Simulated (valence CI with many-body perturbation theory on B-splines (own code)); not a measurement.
Results of a calculation; reference values are marked as such.
Hyperfine factors and g values of Os LXXII

Level of theory: relativistic CI+MBPT: three valence electrons over a frozen Dirac-Fock core [He], a basis of 11 s, 11 p, 10 d, 8 f, 5 g, 2 h functions for each j, with the one-electron correlation potential Σ1, the two-electron term Σ2, the three-electron term Σ3, Breit, model QED; selected CI, second order for the rest, scaled by the run's own slope (own B-spline code, finite nucleus).

The last digits are not significant, and no measured levels were compared; by estimate large intervals hold to a few tenths of a per cent, small ones and those within an open d or f shell to about a per cent.

A/g_I is the dipole constant over the nuclear g factor μ/I (μ in nuclear magnetons, uniformly magnetised nucleus), B/Q the quadrupole constant per barn. Both hold the static response of the core; the bare values leave it out. Large factors of s and p1/2 electrons are usually good to 5 to 10 %; those of open d and f shells near neutrality can be off by tens of per cent, and small factors of p3/2, d and f electrons come from cancelling terms and can be off by a factor of two or in sign, in half-filled shells by more. B is blank for J = 1/2, where it vanishes, and for nearly pure S terms. Energies count from the lowest level.

Levels are named by their leading jj configuration (3d3/2^4 stands for four electrons in 3d with j = 3/2), which in mixed levels can hold well under half, so a name can repeat and another be missing. Letters in brackets count levels of one name in rising energy.

```
                     Level  E (eV)      g  A/g_I (MHz)  A/g_I bare  B/Q (MHz/b)  B/Q bare
        (2s^2 2p1/2) J=1/2       0  0.612      8710000     8680000                       
        (2s 2p1/2^2) J=1/2     284  2.017     2.62e+07    2.59e+07                       
        (2s^2 2p3/2) J=3/2    1653  1.295       934000      953000      1860000   1860000
(2s 2p1/2 2p3/2) J=3/2 [a]    1854  1.614      6210000     6180000      1460000   1460000
    (2s 2p1/2 2p3/2) J=5/2    1895  1.301      7560000     7510000      1630000   1640000
    (2s 2p1/2 2p3/2) J=1/2    1971  1.271    -1.00e+07    -9890000                       
(2s 2p1/2 2p3/2) J=3/2 [b]    1973  0.971        31700       77300       924000    925000
     (2p1/2^2 2p3/2) J=3/2    2267  1.308       873000      914000      1800000   1800000
        (2s 2p3/2^2) J=5/2    3525  1.414      6030000     6000000       217000    217000
        (2s 2p3/2^2) J=1/2    3638  1.917     2.64e+07    2.62e+07                       
        (2s 2p3/2^2) J=3/2    3639  1.165     -4180000    -4090000      -170000   -170000
     (2p1/2 2p3/2^2) J=3/2    3869  1.431      -681000     -623000        85700     85800
     (2p1/2 2p3/2^2) J=5/2    3891  1.159      2460000     2480000        -5220     -5230
     (2p1/2 2p3/2^2) J=1/2    3952  0.612      8750000     8690000                       
           (2p3/2^3) J=3/2    5567  1.284       903000      941000     -1890000  -1890000
           (2s^2 3s) J=1/2   11318  1.980      7820000     7750000                       
        (2s^2 3p1/2) J=1/2   11411  0.656      2640000     2630000                       
   (2s 2p1/2 3s) J=1/2 [a]   11508  2.347     1.50e+07    1.49e+07                       
       (2s 2p1/2 3s) J=3/2   11537  1.525     1.43e+07    1.42e+07      -129000   -129000
   (2s 2p1/2 3s) J=1/2 [b]   11569  0.689     1.36e+07    1.35e+07                       
(2s 2p1/2 3p1/2) J=1/2 [a]   11587  0.259     -1480000    -1430000                       
    (2s 2p1/2 3p1/2) J=3/2   11616  1.080     1.26e+07    1.25e+07      -125000   -126000
(2s 2p1/2 3p1/2) J=1/2 [b]   11664  1.903     2.67e+07    2.64e+07                       
        (2p1/2^2 3s) J=1/2   11848  1.977      7410000     7340000                       
        (2s^2 3p3/2) J=3/2   11899  1.318       304000      311000       571000    572000
     (2p1/2^2 3p1/2) J=1/2   11922  0.642      2590000     2580000                       
        (2s^2 3d3/2) J=3/2   11960  0.784       184000      184000       109000    110000
        (2s^2 3d5/2) J=5/2   12088  1.195       691000      686000       170000    171000
(2s 2p1/2 3p3/2) J=3/2 [a]   12088  1.385      1190000     1190000       564000    564000
    (2s 2p1/2 3p3/2) J=5/2   12123  1.299      6590000     6530000       404000    404000
(2s 2p1/2 3p3/2) J=3/2 [b]   12125  1.240      3990000     3960000       216000    217000
    (2s 2p1/2 3p3/2) J=1/2   12129  1.334    -1.11e+07   -1.10e+07                       
(2s 2p1/2 3d3/2) J=3/2 [a]   12136  0.572     -2210000    -2180000       112000    113000
    (2s 2p1/2 3d3/2) J=5/2   12168  0.997      7090000     7020000        -8610     -8020
(2s 2p1/2 3d3/2) J=3/2 [b]   12187  1.148      7090000     7010000       113000    113000
    (2s 2p1/2 3d3/2) J=1/2   12191  0.438    -1.14e+07   -1.13e+07                       
(2s 2p1/2 3d5/2) J=5/2 [a]   12277  1.298      1640000     1620000       124000    125000
    (2s 2p1/2 3d5/2) J=7/2   12307  1.218      5090000     5050000       -12600    -11800
(2s 2p1/2 3d5/2) J=5/2 [b]   12319  1.075       570000      572000       207000    208000
    (2s 2p1/2 3d5/2) J=3/2   12320  1.121     -6680000    -6610000        63500     64000
```

Task: Take the isotope of mass number 189, with I = 3/2, μ = 0.6576 μN and Q = 0.86 b. What is the hyperfine structure of (2s 2p1/2 2p3/2) J=1/2?

Result: From the table A = -4400000 MHz. Shifts from the centre of gravity in MHz: F = 1: 5500000, F = 2: -3300000.
